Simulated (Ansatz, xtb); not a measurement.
## Two isomers of C4H4FNS

Structure X: `Fc1cc(S)c[nH]1`, a singlet. Structure Y: `Fc1cccn1S`, a singlet. Both are isolated molecules in the gas phase, relaxed with PBE-D3(BJ)/def2-SVP; the shapes shown needn't be the lowest conformers.

X (Å):

```yaml
atoms:
  - { symbol: C, position_ang: [0.9908, -0.2001, -0.8149] }
  - { symbol: C, position_ang: [-0.0106, -1.1305, -0.6164] }
  - { symbol: C, position_ang: [0.4588, -1.9761, 0.4504] }
  - { symbol: C, position_ang: [1.7182, -1.5277, 0.8388] }
  - { symbol: F, position_ang: [1.0795, 0.8179, -1.6716] }
  - { symbol: N, position_ang: [2.0313, -0.4362, 0.0486] }
  - { symbol: S, position_ang: [-0.3328, -3.4232, 1.0988] }
  - { symbol: H, position_ang: [-0.9538, -1.2088, -1.1642] }
  - { symbol: H, position_ang: [-1.3418, -2.7884, 1.7667] }
  - { symbol: H, position_ang: [2.4001, -1.9039, 1.6070] }
  - { symbol: H, position_ang: [2.8878, 0.1153, 0.0851] }
```

Y (Å):

```xyz
11

C     0.9131   -0.1619    0.0569
C     0.5882   -0.3916    1.3775
C     0.5981   -1.8189    1.5452
C     0.9227   -2.4002    0.3334
F     1.0353    0.9707   -0.6252
N     1.1137   -1.3710   -0.5925
S     1.6010   -1.5554   -2.2280
H     0.3702    0.3760    2.1266
H     0.3870   -2.3608    2.4741
H     1.0450   -3.4425    0.0243
H     0.3486   -1.5677   -2.7865
```

Problem. Estimate which is lower in electronic energy at CCSD(T)/def2-SVP + ΔMP2/def2-TZVPP, and by roughly how much.

Solution. The CCSD(T)/def2-SVP + ΔMP2/def2-TZVPP calculation puts structure X lower, by 57.8 kJ/mol.

How the difference moves with the method:

```
                             level             geometry  E(Y) − E(X) (kJ/mol)  departure from the last row (kJ/mol)  job, with rough time for the two
               PBE-D3(BJ)/def2-SVP  PBE-D3(BJ)/def2-SVP                   +62.0                                  +4.2                optimisation, 95 s
                       HF/def2-SVP  PBE-D3(BJ)/def2-SVP                   +61.0                                  +3.2           part of the CCSD(T) run
                      MP2/def2-SVP  PBE-D3(BJ)/def2-SVP                   +65.5                                  +7.8           part of the CCSD(T) run
                  CCSD(T)/def2-SVP  PBE-D3(BJ)/def2-SVP                   +59.9                                  +2.1                      single point
CCSD(T)/def2-SVP + ΔMP2/def2-TZVPP  PBE-D3(BJ)/def2-SVP                   +57.8                                                      single point, 98 s
```

As drawn, Y has 1 N–S, 1 C–H in place of 1 C–S, 1 N–H.

The levels shown agree on the order. The largest departure from CCSD(T)/def2-SVP + ΔMP2/def2-TZVPP is that of MP2/def2-SVP, 7.8 kJ/mol. Levels run at GFN2-xTB geometries aren't shown. The last row adds to CCSD(T) the change of the MP2 difference between the two basis sets, here −2.1 kJ/mol.

With thermal terms from frequencies at re-optimised GFN2-xTB minima (ideal gas, soft modes damped towards free rotors, one conformer each, 298.15 K, 1 atm): on the last row, ΔE + ΔZPE = +56.0, ΔH = +56.0, ΔG = +55.5 kJ/mol.

The correlated steps freeze 11 core orbitals. Programs: Ansatz 0.2.0, xtb 6.7.1; the last row on 2 threads of Arm Neoverse V1 on a shared host.
